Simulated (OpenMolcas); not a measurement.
**C+, Si+, Ge+, Sn+, Pb+: ns2 np down the group**

```yaml
Program: OpenMolcas 26.06
Method: SS-CASPT2, IPEA 0.25 Eh, imaginary shift 0.1 Eh
Basis: ANO-RCC-VQZP
Scalar_Hamiltonian: DKH2, point nucleus
Spin-orbit_coupling: state interaction with AMFI integrals over the reference wave functions, term energies averaged over their components
```

Active space for each ion: 3 electrons in 4 orbitals (s p); closed shells correlated by CASPT2: C+ 1s; Si+ 2s 2p; Ge+ 3d; Sn+ 4d; Pb+ 5d.

Computed levels in cm-1 above 2P* 1/2:

```json
{"Level": "2P* 3/2", "C+": "57.9", "Si+": "257", "Ge+": "1631", "Sn+": "3810", "Pb+": "12390"}
{"Level": "weight of 2P* in the lowest level (%)", "C+": "100", "Si+": "100", "Ge+": "100", "Sn+": "100", "Pb+": "100"}
```

Measured, with the error of the calculation in %. Measured levels: C+, Si+, Ge+, Sn+, Pb+ from NIST Handbook of Basic Atomic Spectroscopic Data.

```json
{"Level": "2P* 3/2", "C+": "63.4 (-8.7)", "Si+": "287 (-10.5)", "Ge+": "1767 (-7.7)", "Sn+": "4251 (-10.5)", "Pb+": "14081 (-12.0)"}
```

The fine-structure level 2P* 3/2 changes by a factor of 214 from C+ to Pb+.

Over all roots computed the reference weight is 0.92 to 0.99 in Si+, 0.91 to 0.96 in Ge+, 0.88 to 0.93 in Sn+, 0.86 to 0.93 in Pb+; the roots of lowest weight are the least certain, and an intruder state may touch them. Some high roots are left out of the spin-orbit mixing, which shifts the levels that they would mix with (holds for Ge+; Pb+). Measured partners are found by configuration, term and J. A level has none where our copy of the source lacks it or the pairing is in doubt (some pairs that miss far off the trend of their configuration count as doubtful), and it then counts in no deviation. Only configurations of the active space appear.

* marks odd parity.
